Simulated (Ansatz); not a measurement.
**A geometry optimisation of AlCuFGeH3 with B3LYP-D3(BJ)/def2-SVP**

The starting geometry of this gas-phase singlet was optimised with GFN2-xTB.

| atom | x (Å) | y (Å) | z (Å) |
| --- | --- | --- | --- |
| Al | 0.7701 | 2.4886 | -2.2588 |
| Cu | 1.4973 | 0.1625 | -2.5140 |
| F | -0.7586 | 2.8742 | -2.7914 |
| Ge | 1.1036 | 1.0010 | -0.2039 |
| H | 1.6696 | 3.7632 | -2.5237 |
| H | 1.7863 | -0.7275 | -1.3008 |
| H | -0.3804 | 0.5052 | -0.6191 |

Task: Where would you expect an optimisation with B3LYP-D3(BJ)/def2-SVP to take it?

Result: A bond breaks, giving a structure given below by its coordinates. Distances that change by over a tenth: Ge4–H6 (2.16 → 1.55 Å). Contacts that open: Cu2–H6 (1.53 → 3.03 Å).

The energy falls by 0.99 eV over 19 steps:

| step | E − E(last) (eV) |
| --- | --- |
| 1 | 0.992 |
| 3 | 0.340 |
| 5 | 0.174 |
| 7 | 0.121 |
| 9 | 0.048 |
| 11 | 0.011 |
| 13 | 0.001 |
| 15 | 0.000 |
| 17 | 0.000 |
| 19 | 0.000 |

Final geometry (Å):

```xyz
7

Al    0.7384    2.6377   -2.2125
Cu    0.9856    0.1759   -3.1554
F    -0.7705    3.2408   -2.6281
Ge    0.8551    0.6853   -0.8298
H     2.0026    3.4888   -2.6202
H     2.1938    0.0559   -0.3782
H    -0.3172   -0.2173   -0.3875
```

Frequencies at the end are all real (lowest 72 cm⁻¹). Run with Ansatz 0.2.0, 69 s on 2 threads of Intel(R) Xeon(R) Platinum 8488C (Sapphire Rapids), on a shared host.
